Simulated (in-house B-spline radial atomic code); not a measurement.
## Ionising I VII (I6+) with different functionals

Computed with an all-electron radial atomic-structure program (B-spline basis): scalar-relativistic (spin-free X2C) Hamiltonian, Fermi nucleus of rms radius 4.75 fm, spin-polarised at highest spin, spherical fractional occupations for the functionals, and exact exchange of hybrids averaged over the configuration. The ionisation energy is the difference of two self-consistent energies, [Kr] 4d10 5s1 → [Kr] 4d10, without Breit or QED terms; ε is the level of the shell that loses the electron (its least bound occupied spin orbital). There is no spin-orbit coupling in this Hamiltonian.

```tsv
method	rung	ΔSCF (eV)	-ε(5s) (eV)
PBE0	global hybrid	88.05	83.47
B3LYP	global hybrid	88.61	83.58
TPSSh	global hybrid	?	?
BHandHLYP	global hybrid	87.95	84.77
r2SCAN0	global hybrid	87.56	83.58
B97-1	global hybrid	?	?
HSE06	range-separated hybrid	88.10	83.14
wB97X	range-separated hybrid	87.16	85.73
CAM-B3LYP	range-separated hybrid	88.57	85.33
LC-wPBE	range-separated hybrid	88.11	86.58
```

Problem. What does TPSSh give?

Solution. ΔSCF 87.79 eV, and -ε(5s) = 82.45 eV.

Problem. What does B97-1 give?

Solution. ΔSCF 87.81 eV, and -ε(5s) = 82.94 eV.

Problem. Among the functionals, which spreads more, the ΔSCF values or the orbital energies?

Solution. The orbital energies: ΔSCF values span about 1.45 eV and the orbital energies 4.14 eV.

Problem. How do they compare with the NIST value?

Solution. NIST lists 87.61 eV ± 0.06 (semi-empirical, ground level to ground level). Errors run from -0.45 to +1.00 eV; r2SCAN0 is closest (-0.05 eV), but part of that can be cancellation, since the calculations leave out Breit-QED terms.
